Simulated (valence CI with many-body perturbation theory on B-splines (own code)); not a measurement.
## Forbidden lines of Nb X

Computed by valence CI with perturbative core correlation (CI+MBPT): four valence electrons over a frozen Dirac-Fock core [Ar] 3d10, a basis of 11 s, 11 p, 10 d, 8 f, 5 g, 2 h functions for each j, with the one-electron correlation potential Σ1, the two-electron term Σ2, the three-electron term Σ3, Breit, model QED; selected CI, second order for the rest, scaled by the run's own slope (own B-spline code, finite nucleus).

No measured levels were compared; by estimate levels hold to about 250 cm⁻¹ or 0.2 % of their energy and the worst to 1 %, as in measured heavy ions of charge 2 to 7; those with d or f electrons hold less well. Among the levels kept, up to 740 cm⁻¹ of a level comes from second order outside the variational space, and about a tenth of that is noise between levels of different J, which matters for small intervals.

Lines 1 to 13 of 13 in falling wavelength, among levels below 108.67 eV, chosen from the decays that carry over 1 % of a level's rate. Wavelengths and rates use the calculated energies, so an error of 600 cm⁻¹ moves a line at 416.8 nm by 2.5 % and its rate by three times that or more. Electric multipoles are in the length gauge, E1 and E2 with the static RPA response of the core. Weak lines are less certain than strong ones. Lines between different terms over intervals too small for the method are left out, as are lines whose strength nearly cancels. Branching is blank where the lifetime is uncertain.

Names give the largest LS component (configuration and term), which can be under half, so a name can repeat, a term be missing and a line seem to break the LS rules; names also repeat where a configuration has a term twice.

| λ vac (nm) | Upper | Lower | Type | A (s⁻¹) | Branch % |
| --- | --- | --- | --- | --- | --- |
| 1163 | 4s2 4p2 3P_2 | 4s2 4p2 3P_1 | M1 | 6.26e+00 | 97.9 |
| 727.7 | 4s2 4p 4d 3F°_4 | 4s2 4p 4d 3F°_3 | M1 | 5.10e+01 |  |
| 702.6 | 4s2 4p2 3P_1 | 4s2 4p2 3P_0 | M1 | 4.75e+01 | 100.0 |
| 437.9 | 4s2 4p2 3P_2 | 4s2 4p2 3P_0 | E2 | 1.32e-01 | 2.1 |
| 416.8 | 4s2 4p2 1D_2 | 4s2 4p2 3P_2 | M1 | 1.11e+02 | 46.4 |
| 306.8 | 4s2 4p2 1D_2 | 4s2 4p2 3P_1 | M1 | 1.28e+02 | 53.3 |
| 190.1 | 4s2 4p2 1S_0 | 4s2 4p2 3P_2 | E2 | 1.73e+01 | 1.6 |
| 163.4 | 4s2 4p2 1S_0 | 4s2 4p2 3P_1 | M1 | 1.09e+03 | 98.0 |
| 91.86 | 4s2 4p 4d 3F°_4 | 4s 4p3 3P°_2 | E2 | 4.49e+01 |  |
| 72.73 | 4s2 4p 4d 3F°_4 | 4s 4p3 3D°_3 | M1 | 8.76e+00 |  |
| 69.90 | 4s2 4p 4d 3F°_4 | 4s 4p3 3D°_2 | E2 | 3.31e+01 |  |
| 52.45 | 4s2 4p 4d 3F°_4 | 4s 4p3 5S°_2 | E2 | 2.50e+01 |  |
| 30.72 | 4s2 4p 4d 3F°_4 | 4s2 4p2 1D_2 | M2 | 4.57e+01 |  |
